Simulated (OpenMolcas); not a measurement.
Co2+ (d7) on a cation site of an ionic host was computed by CASSCF with the d shell active (OpenMolcas, ANO-RCC-VTZP on the metal). Its lowest spin-free states, and all those of the highest spin:

| 2S+1 | Degeneracy | E (cm-1) |
| --- | --- | --- |
| 4 | 3 | 0.0 |
| 4 | 3 | 4483 |
| 4 | 1 | 9842 |
| 2 | 2 | 16026 |
| 2 | 3 | 19414 |
| 2 | 3 | 19582 |
| 4 | 3 | 21551 |
| 2 | 1 | 22508 |
| 2 | 3 | 24848 |
| 2 | 3 | 26698 |
| 2 | 3 | 27211 |
| 2 | 2 | 28992 |

Question: Is the site octahedral, tetrahedral or cube-like, axial, or of lower symmetry?

Answer: The states with 2S+1 = 4 have orbital degeneracies 3, 3, 1, 3. Threefold states need a cubic site. For d7 at this spin an octahedron puts the threefold T1 below the threefold T2 and a tetrahedron or cube puts the single A2 below the threefold T2, so the site is octahedral. The run had Co2+ with its 6 nearest oxide ions at 2.405 Å, on the Ca site of CaO (a = 4.8105 Å, distance in the model lattice 2.405 Å). The rest of the host is ab initio model potentials to 7.6 Å and point charges beyond; the distance is set by hand and nothing relaxes. Ligand basis ANO-RCC-VDZP.

An orbital triplet at a regular site is open to Jahn-Teller coupling, which can distort the site and quench the lowest spin-orbit gaps and is left out. Without dynamic correlation the repulsion within the d shell is too large (B by tens of per cent), so at a given field states of lower spin stand too high. Ligand-to-metal charge-transfer states are missing. With no ligand orbital active B as a rule stays too high, so bands that hang on it stand too high and its fall with covalency is understated. With metal d orbitals alone and no dynamic correlation 10Dq can be off by a tenth to a fifth, either way, in oxide and fluoride hosts. The distance lies 8 % over the 2.223 Å that this model takes as the normal distance (a Shannon-type radius plus a fixed donor radius, weighted with the host); by an R⁻⁵ law this alone changes a d-shell field by about -33 %. No measured value stands beside these numbers; the geometry was set by hand and not optimised.
